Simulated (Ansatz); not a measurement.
Cost and result for the atomization energy of AlBClH6NSi, SMILES `[SiH3][NH][AlH][BH]Cl` (11 atoms, 10 bonds).

Cartesian coordinates in Å:
```
Si 0.4762 1.5614 -0.5781
N -0.8218 0.4730 -0.8926
Al -0.9863 -1.1487 -0.1580
B 0.5527 -1.6859 1.2145
Cl 0.2780 -1.4324 2.9290
H 0.0340 2.8308 0.0635
H 1.3935 0.8503 0.3591
H 1.2381 1.9256 -1.8053
H -1.5349 0.7982 -1.5318
H -2.2537 -2.0157 -0.5640
H 1.6242 -2.1568 0.9637
```

The species carries charge 0 and has multiplicity 1. All single points use the PBE0-D4/def2-TZVP geometry. It is one conformer, not always the lowest. Program: Ansatz. All runs use 4 threads of an Arm Neoverse V2 on a shared host. Times are those of one run each, without the atoms' runs, and a repeat can differ threefold. Electronic energies, without spin–orbit coupling; frozen cores. CCSD(T)/CBS adds CCSD(T) − MP2 in def2-TZVPP to the MP2 limit, and its time is that of the two runs behind it. T1 = 0.013.

CCSD(T)/CBS is a level of theory with its own doubt, some kJ/mol a heavy atom from the limit and from the frozen cores, so smaller differences don't rank the functionals.

```tsv
level	functions	wall time
LDA (SPW92)/def2-TZVPP	272	1.4 s
revPBE-D4/def2-TZVPP	272	2.3 s
BLYP-D4/def2-TZVPP	272	2.6 s
PBE-D4/def2-TZVPP (with forces)	272	2.9 s
PBE0-D4/def2-TZVPP	272	3.6 s
CCSD(T)/def2-SVP	112	4.2 s
r2SCAN-D4/def2-TZVPP (with forces)	272	6 s
B2PLYP/def2-TZVPP	272	6.5 s
PBE-QIDH/def2-TZVPP	272	6.5 s
r2SCANh-D4/def2-TZVPP	272	7 s
MP2/def2-QZVPP	504	21 s
CCSD(T)/def2-TZVPP	272	2.3 min
CCSD(T)/CBS(def2)	–	2.7 min
```

What atomization energy does each give, and how far from CCSD(T)/CBS? (Best estimate.)

The calculation gave: 
```csv
level,atomization (kcal/mol),difference from CCSD(T)/CBS,per bond
LDA (SPW92)/def2-TZVPP,921.7,97.5,9.7
revPBE-D4/def2-TZVPP,809.9,-14.3,-1.4
BLYP-D4/def2-TZVPP,818.7,-5.5,-0.6
PBE-D4/def2-TZVPP (with forces),826.6,2.4,0.2
PBE0-D4/def2-TZVPP,818.9,-5.3,-0.5
CCSD(T)/def2-SVP,769.5,-54.7,-5.5
r2SCAN-D4/def2-TZVPP (with forces),826.2,2.0,0.2
B2PLYP/def2-TZVPP,814.0,-10.2,-1.0
PBE-QIDH/def2-TZVPP,816.2,-8.0,-0.8
r2SCANh-D4/def2-TZVPP,822.1,-2.1,-0.2
MP2/def2-QZVPP,823.1,-1.1,-0.1
CCSD(T)/def2-TZVPP,800.7,-23.5,-2.3
CCSD(T)/CBS(def2),824.2,0.0,0.0
```

From BLYP to BHLYP (50 % exact exchange), in def2-TZVPP and without D4, the atomization energy moves by −3.2 kcal/mol: exact exchange takes away binding that semilocal exchange gives to molecules. The D4 term adds +10.1 kcal/mol with B3LYP and +5.4 kcal/mol with PBE0; it sums over pairs of atoms, weighted by their polarisabilities, and B3LYP, whose exchange is more repulsive, gets the larger term. At CCSD(T), def2-SVP lies −54.7 kcal/mol from the extrapolated value and def2-TZVPP −23.5 kcal/mol: correlation converges slowly with the basis, and small sets miss more of it in the bonded molecule than in its fragments.

B3LYP here is the variant with VWN-RPA as its local correlation; programs differ in this.
